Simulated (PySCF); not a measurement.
Several molecules and their computed UV-vis stick spectra, shuffled. Method used: TDDFT PBE0/def2-SVPD, vertical, gas phase, core orbitals frozen in the response in PySCF. Geometries: PBE0-D3(BJ)/def2-SVP; one conformer of each isolated species. Triplets are in the Tamm–Dancoff approximation.

A. `CC#C[B@@H-](CC)[N+]#CC`
B. `C[NH2+][BH2-]c1ccccc1`
C. `CC(C)N1BC=CC=C1`
D. `[BH3-][n+]1cccc(CC)c1`
E. `C1=CC(c2ccco2)=C[SiH2]1`

Lowest singlet levels (six at most, fewer where fewer were computed) with oscillator strengths:

1. 276 nm (f 0.144); 270 nm (f 0.000); 257 nm (f 0.002); 233 nm (f 0.005); 221 nm (f 0.112); 199 nm (f 0.009); T1 3.62 eV
2. 278 nm (f 0.002); 267 nm (f 0.029); 252 nm (f 0.024); 250 nm (f 0.001); 237 nm (f 0.002); 221 nm (f 0.008); T1 4.35 eV
3. 325 nm (f 0.151); 262 nm (f 0.135); 234 nm (f 0.405); 220 nm (f 0.045); 219 nm (f 0.001); 212 nm (f 0.002); T1 2.27 eV
4. 234 nm (f 0.002); 218 nm (f 0.101); 207 nm (f 0.006); 204 nm (f 0.019); 192 nm (f 0.017); 191 nm (f 0.057); T1 4.01 eV
5. 249 nm (f 0.167); 209 nm (f 0.055); 207 nm (f 0.001); 195 nm (f 0.003); 187 nm (f 0.020); 185 nm (f 0.006); T1 3.38 eV

Question: Match each spectrum to its molecule.

Answer: 1 = D, 2 = A, 3 = E, 4 = B, 5 = C.
- A: S1 at 4.45 eV, HOMO→LUMO (98%); Löwdin shares by element: HOMO carbon 70% or more, boron 9% (atoms not listed hold the other 21%); LUMO carbon 47% or more, nitrogen 33%, hydrogen 7% or more; HOMO -6.13 and LUMO -0.63 eV.
- B: S1 at 5.31 eV, HOMO→LUMO+1 (44%), HOMO-1→LUMO (25%), HOMO-1→LUMO+2 (11%); Löwdin shares by element: HOMO carbon 66% or more (atoms not listed hold the other 34%); LUMO hydrogen 23% or more, boron 13%, carbon 9% or more (atoms not listed hold the other 55%); HOMO -6.62 and LUMO -0.17 eV.
- C: S1 at 4.99 eV, HOMO→LUMO (90%); Löwdin shares by element: HOMO carbon 60% or more, boron 14% (atoms not listed hold the other 27%); LUMO carbon 56% or more, nitrogen 15% (atoms not listed hold the other 29%); HOMO -6.41 and LUMO -0.72 eV.
- D: S1 at 4.49 eV, HOMO→LUMO (98%); Löwdin shares by element: HOMO boron 36%, hydrogen 34% or more, nitrogen 8% (atoms not listed hold the other 21%); LUMO carbon 46% or more, nitrogen 22% (atoms not listed hold the other 33%); HOMO -7.19 and LUMO -1.88 eV.
- E: S1 at 3.81 eV, HOMO→LUMO (96%); Löwdin shares by element: HOMO carbon 61% or more (atoms not listed hold the other 39%); LUMO carbon 58% or more (atoms not listed hold the other 42%); HOMO -6.19 and LUMO -1.81 eV; point group Cs.
A and D have S1 within 0.05 eV of each other; their strongest listed levels stand at 4.64 eV (f 0.029) and 4.49 eV (f 0.144).
